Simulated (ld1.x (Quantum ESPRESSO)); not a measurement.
titanium (Ti): TM pseudisation with PBEsol, scalar-relativistic reference atom.

```
Element                 : titanium
Generator               : ld1.x (Quantum ESPRESSO) 7.5
Type                    : norm-conserving Troullier–Martins (Kleinman–Bylander form)
Functional              : PBEsol
Relativity              : scalar-relativistic
Frozen core             : [Ne]
Valence charge          : 12
Reference configuration : 3s2 3p6 3d2 4s2 4p0
Partial waves           : 3s (bound): rc 1.20 bohr; 3p (bound): rc 1.48 bohr; 3d (bound): rc 1.30 bohr
Local potential         : all-electron potential smoothed inside 1.30 bohr (lloc = -1)
Core correction         : a·sin(br)/r model core inside 1.00 bohr
```

Occupied shells without a wave of their own: 4s. They enter only through the test configuration that unscreens the potential, and ld1.x also counts them in the model core charge.

(1) Estimate the cutoffs (Ry, on a coarse ladder) from which the occupation-weighted sum of valence levels, in a spherical-Bessel basis at the reference potential, stays within 10 and 1 mRy of its value at 400 Ry.

(2) What does a ghost test show?

(3) Tests: 3s2 3p6 3d2 4s1 4p0; 3s2 3p6 3d2 4s0 4p0; 3s2 3p6 3d1 4s0 4p0; 3s2 3p6 3d3 4s1 4p0; 3s2 3p6 3d0 4s0 4p0; 3s2 3p6 3d1 4s2 4p0; 3s2 3p6 3d1 4s2 4p1. Which has the largest error in its energy relative to the reference configuration, and how large is it?

## Answers

(1) 100 Ry and 160 Ry.

(2) No extra level below or beside the all-electron valence levels (s, p, d, f tested).

(3) 3s2 3p6 3d0 4s0 4p0, with -1597 meV (all-electron minus pseudo) on +90.97 eV.

ld1.x takes every shell without a wave as core, so the model core holds the 4s electrons as well and exchange and correlation see them twice. This cancels in the reference configuration, but the file is broken for other ones, and its errors say nothing about a proper core correction.
